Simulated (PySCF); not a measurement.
Computed IR spectrum (relative IR intensity) of a molecule C₃H₈N₂Si. The structure is a stationary point at PBE0-D3(BJ)/def2-SVP. Other conformers were not sampled. All values below come from PySCF 2.14.0 with PBE0-D3(BJ)/def2-SVP. Frequencies are harmonic and unscaled.

Lines under 2 % of the strongest are left out, and lines within 2 cm⁻¹ are merged.

```json
[
 {"ν (cm⁻¹)": "113", "relative intensity": "7.4"},
 {"ν (cm⁻¹)": "136", "relative intensity": "10"},
 {"ν (cm⁻¹)": "150", "relative intensity": "3.2"},
 {"ν (cm⁻¹)": "212", "relative intensity": "20"},
 {"ν (cm⁻¹)": "237", "relative intensity": "25"},
 {"ν (cm⁻¹)": "275", "relative intensity": "33"},
 {"ν (cm⁻¹)": "349", "relative intensity": "72"},
 {"ν (cm⁻¹)": "376", "relative intensity": "7.8"},
 {"ν (cm⁻¹)": "491", "relative intensity": "9.6"},
 {"ν (cm⁻¹)": "650", "relative intensity": "14"},
 {"ν (cm⁻¹)": "665", "relative intensity": "7.4"},
 {"ν (cm⁻¹)": "696", "relative intensity": "8.1"},
 {"ν (cm⁻¹)": "775", "relative intensity": "11"},
 {"ν (cm⁻¹)": "784", "relative intensity": "39"},
 {"ν (cm⁻¹)": "821", "relative intensity": "51"},
 {"ν (cm⁻¹)": "865", "relative intensity": "94"},
 {"ν (cm⁻¹)": "909", "relative intensity": "100"},
 {"ν (cm⁻¹)": "915", "relative intensity": "2.7"},
 {"ν (cm⁻¹)": "982", "relative intensity": "46"},
 {"ν (cm⁻¹)": "1138", "relative intensity": "10"},
 {"ν (cm⁻¹)": "1181", "relative intensity": "6.2"},
 {"ν (cm⁻¹)": "1260", "relative intensity": "29"},
 {"ν (cm⁻¹)": "1280", "relative intensity": "8.2"},
 {"ν (cm⁻¹)": "1418", "relative intensity": "4.4"},
 {"ν (cm⁻¹)": "1427", "relative intensity": "4.0"},
 {"ν (cm⁻¹)": "1430", "relative intensity": "3.5"},
 {"ν (cm⁻¹)": "1540", "relative intensity": "52"},
 {"ν (cm⁻¹)": "1650", "relative intensity": "7.0"},
 {"ν (cm⁻¹)": "3057", "relative intensity": "2.4"},
 {"ν (cm⁻¹)": "3071", "relative intensity": "18"},
 {"ν (cm⁻¹)": "3126", "relative intensity": "6.0"},
 {"ν (cm⁻¹)": "3131", "relative intensity": "30"},
 {"ν (cm⁻¹)": "3159", "relative intensity": "2.3"},
 {"ν (cm⁻¹)": "3625", "relative intensity": "31"},
 {"ν (cm⁻¹)": "3728", "relative intensity": "31"}
]
```

Which structure fits?
(A) N[Si@@H]1C=NCC1
(B) N[Si]1(N)C=CC1
(C) C#C[C@@H](N)[SiH2]N
(D) C[Si@]1(N)C=NC1

D, C[Si@]1(N)C=NC1
